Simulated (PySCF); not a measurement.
C₂H₇BO₃, SMILES CCOB(O)O.

Geometry optimised at PBE0-D3(BJ)/def2-SVP. One conformer was computed; it need not be the lowest.

Level of theory: TDDFT-LC-ωPBE/def2-SVPD (PySCF 2.14.0).

Vertical excitations. Gas-phase values at a fixed geometry.

Estimate the UV-visible absorptions. (Estimate from the structure and the level; the computed values follow.)


```csv
state,energy (eV),λ (nm),f,main pairs
S1,8.10,153,0.006,"HOMO→LUMO 53 %, HOMO−2→LUMO 29 %"
S2,8.29,150,0.004,"HOMO−2→LUMO 50 %, HOMO→LUMO 28 %"
S3,8.80,141,0.026,"HOMO−3→LUMO 62 %, HOMO−1→LUMO 20 %"
S4,9.04,137,0.001,"HOMO−1→LUMO 43 %, HOMO−3→LUMO 20 %, HOMO−1→LUMO+1 19 %"
S5,9.30,133,0.043,HOMO→LUMO+1 63 %
S6,9.75,127,0.014,"HOMO−1→LUMO+1 45 %, HOMO−1→LUMO 17 %, HOMO−1→LUMO+4 13 %"
S7,9.86,126,0.095,"HOMO→LUMO+2 16 %, HOMO→LUMO+4 13 %, HOMO→LUMO+1 10 %, HOMO→LUMO+9 9 %"
S8,10.00,124,0.056,"HOMO→LUMO+3 44 %, HOMO→LUMO+2 10 %, HOMO→LUMO+4 10 %"
S9,10.04,123,0.012,"HOMO→LUMO+5 19 %, HOMO−2→LUMO+2 11 %, HOMO→LUMO+3 10 %, HOMO→LUMO+2 9 %"
S10,10.17,122,0.018,"HOMO−1→LUMO+3 28 %, HOMO→LUMO+3 10 %, HOMO→LUMO+2 8 %, HOMO→LUMO+4 7 %"
T1,7.84,158,0,"HOMO−2→LUMO 51 %, HOMO→LUMO 25 %"
T2,8.04,154,0,"HOMO→LUMO 49 %, HOMO−2→LUMO 24 %"
T3,8.47,146,0,HOMO−3→LUMO 70 %
T4,8.79,141,0,"HOMO→LUMO+9 28 %, HOMO→LUMO+8 16 %, HOMO−1→LUMO 13 %, HOMO−1→LUMO+1 8 %"
```
Triplets are in the Tamm–Dancoff approximation, which puts them higher than full response would, so one can lie above its singlet here.
